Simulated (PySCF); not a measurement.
# Ions at one geometry of [PbOF]+

PySCF 2.14.0, RKS PBE0, Pb def2-SVP with ECP60, O def2-SVP, F def2-SVP; non-relativistic Hamiltonian with scalar-relativistic core potentials where named; density fitting; no spin-orbit coupling; singlets restricted, open shells unrestricted. The geometry is relaxed for charge +1, singlet, vacuum:

```xyz
3

Pb   -0.0188    0.0000    0.3677
O     1.8830    0.0000    0.3257
F    -1.9803    0.0000    0.4162
```

Energies count from the relaxed state; an electron taken off or put on is at rest in vacuum. Charges and spins are Mulliken's.

| state | energy (eV) | spin squared | charge on Pb1 (e) | spin on Pb1 (e) | dipole about the centre of mass (D) |
| --- | --- | --- | --- | --- | --- |
| charge +1, singlet, vacuum | 0.00 | 0.00 | 1.52 | 0.00 | 0.63 |
| charge 0, doublet, vacuum | -9.21 | 0.76 | 0.91 | 0.18 | 0.96 |

**Question.** What does the state charge +2, doublet, vacuum give?

**Answer.** energy (eV) 17.91, spin squared 0.85, charge on Pb1 (e) 1.96, spin on Pb1 (e) -0.01, dipole about the centre of mass (D) 1.86.

With an electron taken off (doublet) the charges change, summed by element, by Pb +0.44 e, O +0.37 e, F +0.19 e. The vertical ionisation energy is 17.91 eV, against −ε(HOMO) = 15.90 eV of the relaxed state. The level lies 2.0 eV too high, as is usual for semilocal functionals and global hybrids, which keep a self-interaction error.

With an electron put on (doublet) the charges change, summed by element, by Pb -0.61 e, O -0.22 e, F -0.17 e. The vertical electron affinity is 9.21 eV, against −ε(LUMO) = 11.62 eV of the relaxed state.

Open shells may have lower solutions than those found.
